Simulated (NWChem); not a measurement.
disulfane (H2S2); SMILES SS

```xyz
4

S      0.0207    -1.0361     0.0782
S     -0.0207     1.0361     0.0782
H     -0.9320    -1.2508    -0.8618
H      0.9320     1.2508    -0.8618
```
Atoms are numbered in this order, from 1.

Computed with NWChem. Pople sets run with spherical d functions. The geometry was optimised at PBE0/def2-SVP. B3LYP is NWChem's, with the RPA form of VWN correlation. GIAO values for the isolated, static molecule; σ is the absolute isotropic shielding, δ = σ(reference) − σ with the isolated reference molecule computed at the same levels (1H: tetramethylsilane).

```tsv
level	σ S1 (ppm)	δ H3 (ppm)
KT2/pcSseg-1	[?]	[?]
B3LYP/6-31G*	575.4	2.41
PBE0/pcSseg-2	579.7	3.19
B3LYP/6-311G**	546.2	3.19
```

Question: Fill in the missing entries.

Answer: 
- KT2/pcSseg-1, σ S1 (ppm): 586.4
- KT2/pcSseg-1, δ H3 (ppm): 3.02
